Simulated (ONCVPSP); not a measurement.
## chlorine: excitation energies, all-electron against ONCV

Cl, optimised norm-conserving Vanderbilt (ONCV), made with ONCVPSP 4.0.1 (PW91, fully relativistic). Core [He], reference 2s2 2p6 3s2 3p4 (charge +1). Waves: 2s+3s: rc 0.80 bohr, ncon 4, nbas 8, qcut 11.8 1/bohr, 2 projectors; 2p+3p: rc 0.55 bohr, ncon 4, nbas 7, qcut 21.7 1/bohr, 2 projectors; d scattering state at 0.37 Ha: rc 0.85 bohr, ncon 4, nbas 8, qcut 12.3 1/bohr, 1 projector. Local part: polynomial inside 0.35 bohr (lpopt 5, dvloc0 -1 Ha). Core correction: none.

Open shells are filled in proportion to 2j + 1.

Energies are relative to the spin-unpolarised reference configuration 2s2 2p6 3s2 3p4; without spin polarisation the order of configurations can differ from experiment.

| valence configuration | charge | ΔE all-electron (eV) | error AE − PS (meV) |
| --- | --- | --- | --- |
| 2s2 2p6 3s2 3p5 | 0 | -13.932 | -1.5 |
| 2s2 2p6 3s2 3p2 | +3 | 63.899 | +11 |

Question: What are ΔE and the potential's error for 2s2 2p6 3s1 3p5?

Answer: ΔE = 12.703 eV all-electron; the error (AE − PS) is +0.1 meV.

Question: What are ΔE and the potential's error for 2s2 2p6 3s2 3p3?

Answer: ΔE = 25.513 eV all-electron; the error (AE − PS) is +3.5 meV.

Levels in the configuration 2s2 2p6 3s2 3p2:

```
   level  all-electron (eV)  pseudo (eV)
2s j=1/2           -297.703     -297.724
2p j=3/2           -236.371     -236.306
2p j=1/2           -238.081     -238.008
3s j=1/2            -58.951      -58.951
3p j=3/2            -45.136      -45.127
3p j=1/2            -45.321      -45.309
```
